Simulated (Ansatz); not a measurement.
Basis sets compared for Sn₃S₂ (the lowest singlet isomer of a short search). Charge 0, multiplicity 1. Geometry r2SCAN-D4/def2-SVP. Ansatz on 4 threads of Arm Neoverse V1 on a shared host; times are rough, and most runs start from earlier orbitals.

```xyz
5

Sn    1.393   -1.100    0.897
Sn    0.891    1.347   -0.716
Sn   -1.897    0.337   -0.492
S    -0.404    0.604    1.582
S     0.017   -1.190   -1.272
```

In the def2 sets Sn takes a core potential; there is no spin–orbit coupling. The restricted singlet is unstable towards broken spin symmetry in Hartree–Fock (as tested in another run); at PBE-D4/def2-SVP, PBE-D4/def2-TZVP, PBE0-D4/def2-SVP, PBE0-D4/def2-TZVP this wasn't settled. The structure comes from a short search, and lower isomers may exist.

Binding counts from free atoms (Sn triplet, S triplet) in the same basis, without a counterpoise term.

| level | functions | energy (Eh) | HOMO (eV) | LUMO (eV) | binding per atom (eV) | wall time |
| --- | --- | --- | --- | --- | --- | --- |
| PBE-D4/def2-SVP | 114 | -1438.9172 | -4.96 | -2.94 | 3.18 | 1.6 s |
| PBE0-D4/def2-SVP | 114 | -1438.9900 | -5.71 | -2.44 | 3.00 | 2.5 s |

Problem. Estimate the rows for PBE-D4/def2-TZVP (with forces), PBE0-D4/def2-TZVP.

Solution. 
```csv
level,functions,energy (Eh),HOMO (eV),LUMO (eV),binding per atom (eV),wall time
PBE-D4/def2-TZVP (with forces),224,-1439.2125,-4.96,-2.98,3.20,4.2 s
PBE0-D4/def2-TZVP,224,-1439.2815,-5.68,-2.46,3.04,8.5 s
```
